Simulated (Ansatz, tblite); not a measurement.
Cost and result up the ladder for the cluster Hg2O2⁻ (the lowest doublet isomer of a short search) (4 atoms). Charge -1, multiplicity 2. Geometry: r2SCAN-D4/def2-TZVPD.

Cartesian coordinates in Å:
```
Hg -1.6416 -1.1334 -0.9259
Hg -0.5446 0.5437 1.7423
O 1.2655 0.8968 -0.1909
O 0.9208 -0.3071 -0.6255
```

Ansatz on 4 threads of Arm Neoverse V1 on a shared host; xTB runs through tblite on one thread. Times are rough, summed over both states, and most runs start from the orbitals of an earlier one. PBE0-D4/def2-TZVPD serves as the yardstick here, not as an exact answer. The other state is a triplet.

In the def2 sets Hg takes a core potential; there is no spin–orbit coupling. The xTB rows come from tblite. The structure holds one bond between oxygen atoms, so isomers without such links may lie far lower. The structure comes from a short search, and lower isomers may exist.

Raw xTB energies of ions are shifted by several eV, and xTB has no spin-polarisation term.

| level | functions | wall time |
| --- | --- | --- |
| GFN1-xTB | 16 | 0.004 s |
| GFN2-xTB | 16 | 0.004 s |
| PBE-D4/def2-TZVPD (with forces) | 172 | 8.8 s |
| PBE0-D4/def2-TZVPD | 172 | 17 s |
| r2SCAN-D4/def2-TZVPD | 172 | 29 s |

Task: Estimate what each level gives for the vertical IE (eV).

Result: 
| level | vertical IE (eV) | difference from PBE0-D4/def2-TZVPD (eV) | remarks |
| --- | --- | --- | --- |
| GFN1-xTB | 8.73 | 6.68 | – |
| GFN2-xTB | 8.14 | 6.09 | – |
| PBE-D4/def2-TZVPD (with forces) | 1.95 | -0.10 | HOMO above zero (-1 doublet) |
| PBE0-D4/def2-TZVPD | 2.05 | 0.00 | – |
| r2SCAN-D4/def2-TZVPD | 1.93 | -0.12 | HOMO above zero (-1 doublet) |
